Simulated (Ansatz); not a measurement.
`F[Si@H]1C[C@@H]1Cl` → `F[C@H]1[SiH2][C@@H]1Cl`  (isomerisation)

Gas-phase electronic energies from Ansatz, PBE0-D4/def2-TZVP geometries. CCSD(T)/CBS is the MP2 limit (def2-TZVPP, def2-QZVPP) plus CCSD(T) − MP2 in def2-TZVPP, frozen cores. DFT in def2-TZVPP.

Problem. Is it downhill or uphill in electronic energy at CCSD(T)/CBS, and by how much? (An estimate is asked.)

Solution. Ansatz gave: Uphill: ΔE = +55.3 kcal/mol.

Problem. What do these levels give: r2SCAN-D4, ωB97M-V, r2SCAN, PBE0, HF/def2-TZVPP, SCS-MP2/def2-TZVPP, CCSD/def2-TZVPP, CCSD(T)/def2-TZVPP, MP2/def2-QZVPP, SCS-MP2/def2-QZVPP, HF/CBS(def2), MP2/CBS(def2)? (Best estimate.)

Solution. Computed: r2SCAN-D4 53.2, ωB97M-V 53.6, r2SCAN 53.2, PBE0 51.6, HF/def2-TZVPP 56.1, SCS-MP2/def2-TZVPP 56.1, CCSD/def2-TZVPP 55.0, CCSD(T)/def2-TZVPP 54.3, MP2/def2-QZVPP 57.8, SCS-MP2/def2-QZVPP 56.9, HF/CBS(def2) 56.6, MP2/CBS(def2) 58.1 kcal/mol.

Largest T1 diagnostic among the species: 0.012.

From PBE to PBE0 (25 % exact exchange), in def2-TZVPP and without D4, ΔE moves by +2.3 kcal/mol.
